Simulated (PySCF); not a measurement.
Structure from 2D NMR

Compound of formula C$_{2}$H$_{10}$O$_{3}$Si$_{4}$. Correlations simulated from computed shifts and the bond graph:

HSQC (one-bond C–H):
```tsv
δH	δC
2.11	104.2
```

HMBC (two and three bonds, from the bond graph):
```tsv
δH	δC
5.32	104.2, 90.6
2.11	90.6
```

Carbons without hydrogens: δ 90.6.

- σ from GIAO-PBE0/pcSseg-1
- GFN2-xTB structure
- program: PySCF
- non-relativistic Hamiltonian, rapidly exchanging positions averaged, single conformer, gas phase

Scale: 1H, 13C against TMS (reference shieldings calculated alike).

Exchangeable hydrogens are left out of these lists.

Work out the connectivity.

## Answers

`O([SiH](O[SiH2]C#C)O[SiH3])[SiH3]`.

Structure with atom numbers: `[CH:1]#[C:2][SiH2:3][O:4][SiH:5]([O:6][SiH3:7])[O:8][SiH3:9]` (H(Xn): hydrogen on atom n).

- δC 104.2 is C1, a terminal alkyne carbon (δH 2.11).
- δC 90.6 is C2, an alkyne carbon.
- HMBC from δH 5.32 reaches the proton-free carbon C2.
- HMBC from δH 2.11 reaches the proton-free carbon C2.

The shifts were computed for this structure.

Shifts are as computed. Against solution values, carbons near 30 ppm lie about +3 ppm off and those near 130 ppm about +5 ppm. Of 1211 compounds with measured shifts, 218 miss one by over three times the rms of a fit or turn the order of signals round; such compounds aren't used in these exercises.
